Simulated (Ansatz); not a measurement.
Born–Oppenheimer molecular dynamics of C$_{2}$H$_{8}$BN (12 atoms, charge 0, multiplicity 1). It starts from a relaxed structure.

Level of theory: RKS PBE0-D4/STO-3G in Ansatz.

```
ensemble                      : NVE (velocity Verlet)
time step                     : 0.5 fs
steps asked                   : 250
starting velocities drawn for : 700 K
seed                          : 989817
```

First frame:

```xyz
12
Properties=species:S:1:pos:R:3
B 0.001 -0.013 0.034
N 0.010 -0.106 1.417
H -0.841 -0.240 1.991
H 0.869 -0.049 1.993
C 1.366 0.188 -0.743
H 1.549 -0.652 -1.426
H 1.332 1.090 -1.366
H 2.235 0.272 -0.080
C -1.374 -0.108 -0.745
H -2.232 -0.292 -0.089
H -1.570 0.821 -1.297
H -1.346 -0.911 -1.492
```

Question: How far do the bonds stretch over the last three quarters of this one trajectory? (Pairs bonded in most of those frames.)

Answer: 
```csv
bond,mean (Å),spread (Å),shortest,longest
B1–N2,1.390,0.028,1.33,1.45
B1–C5,1.584,0.033,1.53,1.64
B1–C9,1.583,0.029,1.53,1.65
N2–H3,1.047,0.060,0.95,1.14
N2–H4,1.043,0.041,0.97,1.13
C5–H6,1.101,0.024,1.06,1.15
C5–H7,1.100,0.027,1.05,1.15
C5–H8,1.103,0.046,1.02,1.19
C9–H10,1.098,0.018,1.06,1.13
C9–H11,1.101,0.022,1.06,1.14
C9–H12,1.097,0.010,1.08,1.12
```

Mean temperature of the second half: 345 K. The conserved energy stayed within 1.3 meV per atom of its start (net change 0.81 meV per atom), so the integration is sound. Over the second half the temperature averaged 0.49 of the 700 K drawn at the start: a run that starts near a minimum puts about half its kinetic energy into the potential. A run of 0.12 ps of so small a system gives no equilibrium averages. Limits of this set-up: minimal basis.

Run time: 3.8 min on 1 thread of Intel(R) Xeon(R) 6975P-C (Granite Rapids), on a shared host, peak memory 0.11 GiB.
